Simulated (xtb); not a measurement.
I₃In, charge -1, doublet, geometry from GFN2-xTB (such geometries of metal compounds can be far from the true shape) (a state made from the parent by changing its charge; the spin is typed, not shown lowest). Base run: GFN0-xTB run with xtb.

xtb was given this input:
```
$ xtb mol.xyz --gfn 0 --chrg -1 --uhf 1 --json

# file mol.xyz
4

In     0.22418018     0.57888265     0.40059815
I      2.49361918    -0.60297698    -0.94404368
I     -0.99299386    -1.38513109     2.13736085
I     -1.70788624     1.45291468    -1.56368150
```

Each row names what was changed in the base input (with any setting that the change needs).

| change | ΔE vs base (kJ/mol) |
|---|---|
| base | 0.00 |
| etemp = 1000 | 0.00 |
| acc = 30 | 0.00 |
| etemp = 3000 | -3.31 |
| etemp = 5000 | -22.82 |
